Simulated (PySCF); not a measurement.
A geometry optimisation on `F[SiH2]O[SiH2]C`.

Computed with PBE0-D3(BJ)/def2-SVP geometry optimisation, gas phase (PySCF 2.14.0). Start geometry: GFN2-xTB. A driver script takes a list of jobs; this job's settings line and coordinates (Å) are shown.

Command:
```bash
OMP_NUM_THREADS=1 python probes_run.py task.json out
```

Input:
```
{"job": {"xc": "PBE0", "basis": "def2-SVP", "d3": "d3bj", "grid": 1, "shake": 0.01, "kind": "geom"}, "charge": 0, "multiplicity": 1}
C     -1.861900     0.167130     0.368190
Si    -0.663800    -0.781390    -0.711220
O      0.845700    -0.470650    -0.221270
Si     2.170510     0.363930     0.297310
F      2.161950     1.751880    -0.501580
H     -1.749600    -0.022590     1.417600
H     -2.898630    -0.053450     0.106310
H     -1.740700     1.270280     0.230930
H     -0.779650    -2.217540    -0.503010
H     -0.730560    -0.375040    -2.103190
H      3.309890    -0.375600    -0.094460
H      1.976490     0.714770     1.705350
```

Q: Give the output.

A: 
```
step   0  E = -795.69104266  max force = 0.043119
step   1  E = -795.69944411  max force = 0.009740
step   2  E = -795.70029815  max force = 0.001603
step   3  E = -795.70034604  max force = 0.000837
step   4  E = -795.70036446  max force = 0.000657
step   5  E = -795.70038455  max force = 0.001006
step   6  E = -795.70041179  max force = 0.001364
step   7  E = -795.70045797  max force = 0.001451
step   8  E = -795.70050513  max force = 0.001274
step   9  E = -795.70053340  max force = 0.001707
step  10  E = -795.70063627  max force = 0.001481
step  11  E = -795.70066998  max force = 0.001437
step  12  E = -795.70071416  max force = 0.000604
step  13  E = -795.70049080  max force = 0.007138
step  14  E = -795.70087551  max force = 0.003435
step  15  E = -795.70095250  max force = 0.002312
step  16  E = -795.70083630  max force = 0.001419
step  17  E = -795.70098244  max force = 0.001114
step  18  E = -795.70102097  max force = 0.000403
step  19  E = -795.70102455  max force = 0.000136
optimisation converged
```

Energies in Eh; «max force» is the largest Cartesian gradient component in Eh/bohr.

Q: Give the first gradient maximum in eV/Å.

A: With 1 Eh/bohr = 51.422 eV/Å, 2.217 eV/Å.

Q: How much energy does the optimisation release, in kcal/mol?

A: E(step 0) − E(last step) = 0.009982 Eh, which is 6.3 kcal/mol.

Summary of the converged run: final energy -795.70102 Eh after 19 steps; dipole 0.88 D.

Q: Where do the atoms end?

A: 0.410 Å rms from the input after alignment:
```
atom  x, y, z in Å
C1    -1.6170    0.6934    0.1213
Si2   -0.7914   -0.7746   -0.6824
O3     0.7645   -0.9447   -0.0886
Si4    2.0401   -0.0850    0.4695
F5     1.8476    1.4668    0.0232
H6    -1.6816    0.5581    1.2123
H7    -2.6375    0.8370   -0.2668
H8    -1.0371    1.6082   -0.0777
H9    -1.5143   -2.0436   -0.3816
H10   -0.7175   -0.5944   -2.1631
H11    3.2939   -0.5847   -0.1456
H12    2.0815   -0.1121    1.9541
```

Q: Estimate the wall time. Hardware: Arm Neoverse V1, one thread, shared host with 32 logical CPUs at a one-minute load of 30. And the peak memory of the process?

A: About 98 s, with 0.46 GiB resident at the peak, the Python interpreter and its libraries included.
Labels such as C1 count atoms from 1, the log's own numbers from 0.
